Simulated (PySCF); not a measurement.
# Reading the logs of faulty runs: AlCGeH9Si

Calculated results; nothing here was measured. The program is PySCF 2.14.0, an open-source quantum chemistry code, run on an isolated molecule that a program drew, which may never have been made. The molecule is AlCGeH9Si (charge 0, singlet), drawn as the SMILES string `[AlH2][GeH2][CH2][SiH3]`.

Each row is a Hartree-Fock (HF) and frozen-core CCSD(T) single point in the cc-pV(D+d)Z basis, meant for a local HF minimum. Run 1 is clean. Each other run has one planted mistake out of seven kinds, and not every kind appears here: one electron removed, one electron added, multiplicity raised by two, geometry at a saddle point, minimal basis STO-3G, one bond length entered in bohr, all coordinates scaled. The reference is restricted for singlets and unrestricted otherwise, and also for a bond in bohr. Adding or removing an electron swaps singlet and doublet. Electrons count all cores. HOMO and LUMO are orbital energies over both spins, the gradient is its largest component, and the lowest frequency (negative if imaginary) is given only where the gradient is small. Bond lengths are over the 12 bonds as drawn. T1 is the CCSD diagnostic: over 0.02 (restricted) or 0.045 (unrestricted) a single reference is doubtful. Germanium has the cc-pVDZ-PP basis, with a core potential (ECP10MDF) in place of its 10 inner electrons, and its 3s, 3p and 3d shells are frozen in CCSD(T).

Geometry of the clean run:
```xyz
13
AlCGeH9Si, angstrom
Al   -0.9220    2.6348    0.2906
Ge    0.5304    0.5853    0.2510
C     0.3731   -0.5453    1.8768
Si    1.4317   -2.1000    1.9065
H    -1.8968    2.9168    1.5061
H    -0.8774    3.6677   -0.9075
H     2.0136    0.9749    0.0827
H     0.1890   -0.2908   -0.9723
H    -0.6790   -0.8277    1.9899
H     0.6250    0.0742    2.7440
H     1.0851   -2.9863    0.7691
H     2.8699   -1.7507    1.8107
H     1.2213   -2.8579    3.1661
```

| run | electrons | basis functions | <S^2> | HOMO (eV) | LUMO (eV) | gradient (hartree/bohr) | lowest frequency (cm^-1) | mean bond (Å) | longest bond (Å) | T1 | HF (hartree) | CCSD(T) (hartree) | mistake |
|---|---|---|---|---|---|---|---|---|---|---|---|---|---|
| 1 | 74 | 128 | 0.000 | -9.61 | 0.66 | 2.3e-05 | 29 | 1.6061 | 2.512 | 0.0111 | -867.32928 | -867.83158 | no fault |
| 2 | 74 | 128 | 2.010 | -5.82 | -2.02 | 4.7e-02 | - | 1.6061 | 2.512 | 0.0184 | -867.20212 | -867.69962 | multiplicity raised by two |
| 3 | 73 | 128 | 0.766 | -15.84 | -7.60 | 7.1e-02 | - | 1.6061 | 2.512 | 0.0184 | -867.01330 | -867.49844 | ? |
| 4 | 75 | 128 | 0.767 | -0.43 | 6.73 | 2.2e-02 | - | 1.6061 | 2.512 | 0.0120 | -867.32448 | -867.84250 | ? |

**Which mistake was planted in run 3, and what did it cost?**

It counts 73 electrons, one fewer than the clean run, at the same geometry and basis. So the mistake is: one electron removed. Subtracting run 1 and multiplying by 627.51 kcal/mol a hartree, the energy moved by 198.3 kcal/mol in HF and 209.0 kcal/mol in CCSD(T).

**Which mistake was planted in run 4, and what did it cost?**

It counts 75 electrons, one more than the clean run, at the same geometry and basis. So the mistake is: one electron added. Subtracting run 1 and multiplying by 627.51 kcal/mol a hartree, the energy moved by 3.0 kcal/mol in HF and -6.9 kcal/mol in CCSD(T).

